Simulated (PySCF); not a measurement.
UHF on Nb (niobium, neutral)

Configuration: [Kr] 4d3 5s2, high-spin 4F determinant (an excited configuration). Computed with PySCF 2.14 in aug-cc-pwCVTZ-PP with ECP28MDF (8s8p7d4f3g, 122 functions), with a scalar-relativistic core potential.

* Total energy: -56.123433 hartree
* One-electron energy: -94.9803 hartree
* Hartree (Coulomb) energy: 45.0688 hartree
* Exchange energy: -6.2120 hartree
* ⟨S²⟩: 3.7763
* ⟨L²⟩: 12.063
* Sum of ⟨r⟩: 23.82 bohr
* Sum of ⟨r²⟩: 62.47 bohr²

```tsv
shell	electrons	mean orbital energy (hartree)	rms radius, mean of both spins (bohr)
4s α	1	-2.83540	1.24
4s β	1	-2.69868	1.24
4p α	3	-1.77711	1.40
4p β	3	-1.59238	1.40
4d α	3	-0.39109	2.12
5s α	1	-0.24944	4.13
5s β	1	-0.20132	4.13
```

Energies and moments cover only the electrons outside the core potential.
